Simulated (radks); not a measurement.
Dipole-allowed excitations along the series with 80 electrons in [Hg]. All-electron calculation, scalar-relativistic Kohn-Sham, LB94 model potential, spin-polarised, spherical densities, finite nucleus; Fermi nuclear charge, rms radius of each element as measured or else 0.836 A^(1/3) + 0.57 fm. Program: a radial shooting solver on a logarithmic mesh with Libxc functionals. Time-dependent linear response with the Hartree and adiabatic LDA kernel, continuum included through the Sternheimer equations, no spin-orbit coupling, so fine structure and intercombination lines are absent. Lines are the poles of the dipole polarisability below minus the highest occupied eigenvalue, found on a grid refined at the orbital gaps; the lowest seven at most are given, and weak or close lines can be missed. The first line takes the name of the lowest orbital gap if no other gap lies below it; otherwise a line is named after a gap within 0.6 % of it, if that gap stands alone.

| species | -e(HOMO) (eV) | lowest orbital gap (eV) | first line (eV) | f | static alpha (bohr^3) | measured (eV) |
|---|---|---|---|---|---|---|
| Hg | 12.058 | 6s-6p 6.751 | 7.531 (6s-6p) | 1.09 | 27.73 | - |
| Tl+ | 22.579 | 6s-6p 8.897 | 10.110 (6s-6p) | 1.32 | 17.16 | 6s-6p 9.381 |
| Pb2+ | 34.581 | 6s-6p 10.976 | 12.514 (6s-6p) | 1.45 | 11.90 | - |

Measured values: term averages from the NIST Handbook of Basic Atomic Spectroscopic Data.
